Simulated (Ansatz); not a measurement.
`O=C=[N][Hf]([F])([F])[F]` + `[SiH3]I` → `[F][Hf]([F])([F])[I]` + `O=C=N[SiH3]`  (redistribution)

Program: Ansatz. Geometries: PBE0-D4/def2-TZVP. ΔE: electronic, gas phase. CCSD(T)/CBS is the MP2 limit (def2-TZVPP, def2-QZVPP) plus CCSD(T) − MP2 in def2-TZVPP, frozen cores. Functionals use def2-TZVPP. B3LYP here is the variant with VWN-RPA as its local correlation; programs differ in this. Elements past krypton have def2 core potentials. For Hf, I outer-core shells are correlated without core-valence functions, which leaves a few kJ/mol of doubt a bond. Each species was taken in one conformer, which may not be the lowest.

```csv
level,ΔE (eV)
LDA (SPW92),-0.19
PBE-D4,-0.11
ωB97M-V,-0.16
PBE,-0.11
B3LYP,-0.17
HF/def2-SVP,-0.14
MP2/def2-TZVPP,-0.21
SCS-MP2/def2-QZVPP,-0.19
```

What does CCSD(T)/CBS give? (Estimate.)

Ansatz gave: -0.15 eV. The listed levels differ from it by -0.04, 0.04, -0.01, 0.04, -0.02, 0.01, -0.06, -0.04 eV.

Largest T1 diagnostic among the species: 0.017.

Leaving LDA and LC-ωPBE aside and taking each functional with its dispersion term where it has one, the values, not all of them listed here, spread over 0.12 eV, from BHLYP-D4 to revPBE-D4. LDA lies −0.08 eV from PBE without D4. From PBE to PBE0 (25 % exact exchange), in def2-TZVPP and without D4, ΔE moves by −0.03 eV. At CCSD(T), def2-SVP lies +0.10 eV from the extrapolated value and def2-TZVPP −0.02 eV.
